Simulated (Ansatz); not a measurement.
Program: Ansatz. Geometries: PBE0-D4/def2-TZVP. ΔE: electronic, gas phase. CCSD(T)/CBS adds triple-zeta CCSD(T) − MP2 to the extrapolated MP2 energy (def2 sets, frozen cores). This one scheme is used for every species, atoms too. Functionals use def2-TZVPP. B3LYP here is the variant with VWN-RPA as its local correlation; programs differ in this. No spin–orbit coupling; open shells (•) take unrestricted orbitals. Spin–orbit coupling would lower the free atoms: a little for C, F; strongly for Sn. Elements past krypton have def2 core potentials. For Sn outer-core shells are correlated without core-valence functions, so the limit isn't a true one: a few kJ/mol of doubt a bond, and 10 to 20 or more in all where bonds break to atoms.

Consider the atomization: `[F][SnH]1[CH2]C[CH2]1` → 3 C• + F• + 7 H• + Sn•.

```csv
level,ΔE (kcal/mol),difference from CCSD(T)/CBS
PBE-D4,1067.8,14.4
PBE0-D4,1050.5,-2.9
B3LYP-D4,1043.2,-10.2
ωB97X-V,1051.6,-1.8
ωB97M-V,1048.1,-5.3
PBE,1061.8,8.4
CCSD/def2-TZVPP,1009.4,-44.0
CCSD(T)/def2-TZVPP,1025.6,-27.8
HF/def2-QZVPP,764.6,-288.8
HF/CBS(def2),764.9,-288.5
CCSD(T)/CBS,1053.4,0
```

Largest T1 diagnostic among the species: 0.012.

The D4 term adds +9.7 kcal/mol with B3LYP and +5.0 kcal/mol with PBE0; it sums over pairs of atoms, weighted by their polarisabilities, and B3LYP, whose exchange is more repulsive, gets the larger term. From PBE to PBE0 (25 % exact exchange), in def2-TZVPP and without D4, ΔE moves by −16.3 kcal/mol: exact exchange takes away binding that semilocal exchange gives to molecules. In def2-TZVPP, CCSD(T) changes the Hartree–Fock value by +263.0 kcal/mol (the triples alone add +16.2 kcal/mol) and MP2 by +275.5 kcal/mol; breaking electron pairs costs correlation energy, which Hartree–Fock lacks.

For atomizations the MP2-based limit and the directly extrapolated one differ by several kJ/mol either way, and by 10 to 25 for some Ge, Se and Sn compounds, so smaller differences from it don't rank the levels.
